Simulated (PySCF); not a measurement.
`CC(C)P(C)C1CC1`: 4 charge schemes on one density

C7H15P.
Cartesian coordinates in Å at the GFN2-xTB level; atoms count from 1:
```
atom  x, y, z in Å
C1    -1.3525   -1.6324   -0.5173
C2    -1.3349   -0.2789    0.1855
C3    -2.6675    0.4383   -0.0052
P4     0.0626    0.7660   -0.5129
C5     0.1133    2.0848    0.7880
C6     1.4704   -0.2221    0.1400
C7     2.2241   -1.1216   -0.7958
C8     2.8505    0.1478   -0.3243
H9    -1.4872   -1.4962   -1.5888
H10   -0.4193   -2.1672   -0.3544
H11   -2.1722   -2.2454   -0.1442
H12   -1.1526   -0.4288    1.2582
H13   -2.6898    1.3807    0.5381
H14   -2.8359    0.6459   -1.0606
H15   -3.4871   -0.1823    0.3555
H16    0.0511    1.6564    1.7879
H17    1.0520    2.6266    0.6845
H18   -0.7052    2.7854    0.6372
H19    1.3665   -0.5498    1.1713
H20    2.6028   -2.0584   -0.4135
H21    1.8961   -1.1711   -1.8238
H22    2.9467    0.9563   -1.0346
H23    3.6634    0.0932    0.3848
```

Density: PBE0/pcSseg-1 (PySCF); schemes: Mulliken, IAO, Hirshfeld and ESP-fitted. Isolated species at its GFN2-xTB geometry (one conformer only).

**Question.** Give the atomic charges in each scheme.

**Answer.** In e; atoms taken as equivalent share a row and are averaged (×n: the atom named and its like, n in all):

```csv
atom,environment,Mulliken,IAO,Hirshfeld,ESP-fitted
C1/C3,methyl carbon,-0.212,-0.416,-0.124,-0.534
C2,sp3 carbon bound to phosphorus,-0.555,-0.257,-0.061,+0.349
P4,phosphine phosphorus,+0.371,+0.480,+0.159,-0.287
C5,sp3 carbon bound to phosphorus,-0.464,-0.608,-0.169,-0.359
C6,sp3 carbon bound to phosphorus,-0.484,-0.327,-0.088,+0.223
C7/C8,three-membered-ring carbon,-0.186,-0.288,-0.092,-0.363
H9 (×6),methyl hydrogen,+0.118,+0.138,+0.037,+0.137
H12,methine hydrogen,+0.131,+0.120,+0.030,+0.031
H16/H17/H18,methyl hydrogen,+0.140,+0.148,+0.039,+0.118
H19,methine hydrogen,+0.143,+0.136,+0.040,+0.052
H20/H23,methylene hydrogen,+0.131,+0.149,+0.047,+0.142
H21/H22,methylene hydrogen,+0.133,+0.148,+0.043,+0.163
```

Mean size of the charges over all atoms: IAO 0.226 e, ESP-fitted 0.212 e, Mulliken 0.200 e, Hirshfeld 0.065 e. Each set sums to the total charge, 0, to within 0.001 e. The Hirshfeld scheme weights the molecular density at each point by an atom's share of the summed free-atom densities. The IAO scheme projects the occupied orbitals on a minimal set of polarised atomic orbitals and counts the electrons in each atom's part of it.

Some averages cover members that differ in this geometry: C1/C3, ESP-fitted -0.658 to -0.410; H9 (×6), ESP-fitted +0.090 to +0.184; H16/H17/H18, ESP-fitted +0.067 to +0.152; C7/C8, ESP-fitted -0.404 to -0.323 e.

Lowest charge. The schemes don't all agree: Mulliken C2 (-0.555); IAO C5 (-0.608); Hirshfeld C5 (-0.169); ESP-fitted C1/C3 (-0.534).

Highest charge. The schemes don't all agree: Mulliken P4 (+0.371); IAO P4 (+0.480); Hirshfeld P4 (+0.159); ESP-fitted C2 (+0.349).

**Question.** Sum the charges by element, for elements with more than one atom.

**Answer.** 
```json
{"element": "C", "atoms": "7", "Mulliken": "-2.300", "IAO": "-2.601", "Hirshfeld": "-0.748", "ESP-fitted": "-1.582"}
{"element": "H", "atoms": "15", "Mulliken": "+1.930", "IAO": "+2.120", "Hirshfeld": "+0.589", "ESP-fitted": "+1.869"}
```

**Question.** How closely do the schemes follow one another over all atoms?

**Answer.** Correlation coefficient and root-mean-square difference: IAO with Hirshfeld 1.00, 0.186 e; Mulliken with IAO 0.92, 0.105 e; Mulliken with Hirshfeld 0.89, 0.173 e; Hirshfeld with ESP-fitted 0.55, 0.224 e; IAO with ESP-fitted 0.54, 0.249 e; Mulliken with ESP-fitted 0.26, 0.302 e.
